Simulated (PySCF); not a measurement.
Start geometry of 1,2,4,5-tetrafluorobenzene (`FC1=CC(F)=C(F)C=C1F`) from GFN2-xTB (Å):
```
atom  x, y, z in Å
F1     1.1423    2.4666    0.0505
C2     0.5818    1.2532    0.0247
C3    -0.7978    1.1445    0.0163
C4    -1.3774   -0.1117   -0.0110
F5    -2.7100   -0.2171   -0.0175
C6    -0.5816   -1.2533   -0.0309
F7    -1.1425   -2.4665   -0.0593
C8     0.7980   -1.1448   -0.0208
C9     1.3776    0.1115    0.0074
F10    2.7102    0.2171    0.0183
H11   -1.4136    2.0289    0.0309
H12    1.4142   -2.0290   -0.0345
```

Question: What comes out of this run: PBE0-D3(BJ)/def2-SVP geometry optimisation, gas phase (PySCF)?

Answer: 
```
atom  x, y, z in Å
F1    -1.886    1.911    0.370
C2    -0.969    0.973    0.186
C3    -1.323   -0.257   -0.353
C4    -0.350   -1.230   -0.540
F5    -0.673   -2.409   -1.053
C6     0.975   -0.974   -0.190
F7     1.891   -1.913   -0.375
C8     1.330    0.256    0.349
C9     0.357    1.229    0.536
F10    0.680    2.408    1.048
H11   -2.360   -0.458   -0.628
H12    2.366    0.457    0.623
```

The energy falls by 0.028 eV over 9 energy and gradient evaluations, the largest force component goes from 0.0146 to 2.7e-04 Eh/bohr, and the atoms move by 0.015 Å rms after alignment. Among the bonds, F1–C2, C4–F5, C6–F7, C9–F10, C3–H11 and C8–H12 change most and about equally (-0.012 to +0.013 Å). Bonds longer at the end by more than 0.005 Å: 3 of 12; shorter: 4. Rotational constants go from 2245, 1037, 709.3 to 2287, 1031, 710.6 MHz. The orientation of the end geometry is arbitrary; only internal coordinates are fixed.

The run used 150 basis functions and 67 SCF cycles in all. Time: 71 s of wall time. Hardware: one thread, x86-64 server, no GPU, shared host.

PBE0-D3(BJ)/def2-SVP frequencies: not computed here.
